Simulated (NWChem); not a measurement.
Molecule: CH6OPbSi, singlet; SMILES C[O][Pb][SiH3]

```xyz
10

Pb     0.3809     0.4818     0.0000
O     -1.7172     0.6501    -0.0008
C     -2.6991    -0.3291     0.0005
H     -2.3036    -1.3661    -0.0035
H     -3.3496    -0.2337     0.8920
H     -3.3558    -0.2293    -0.8861
Si     0.4472    -2.3062    -0.0002
H     -0.2162    -2.9132    -1.2036
H     -0.2096    -2.9096     1.2088
H      1.8685    -2.7945    -0.0033
```
Atoms are numbered in this order, from 1.

Low-valent species are run as closed-shell singlets; no triplet was tried in these runs. The geometry was optimised at PBE0/def2-SVP. Not confirmed as a minimum by frequencies. def2 effective core potentials on Pb; no spin-orbit coupling.

Problem. List the 4 lowest vertical singlet excitations from PBE0/def2-SVP with def2 effective core potentials on Pb, TDA (NWChem).

Solution. 
```
state  energy (eV)  oscillator strength  leading excitation (squared amplitude)
-----  -----------  -------------------  --------------------------------------
S1            2.48                0.001                      HOMO → LUMO (0.99)
S2            3.38                0.005                    HOMO−2 → LUMO (0.99)
S3            4.08                0.059                    HOMO−1 → LUMO (0.87)
S4            4.68                0.003                    HOMO → LUMO+1 (0.96)
```
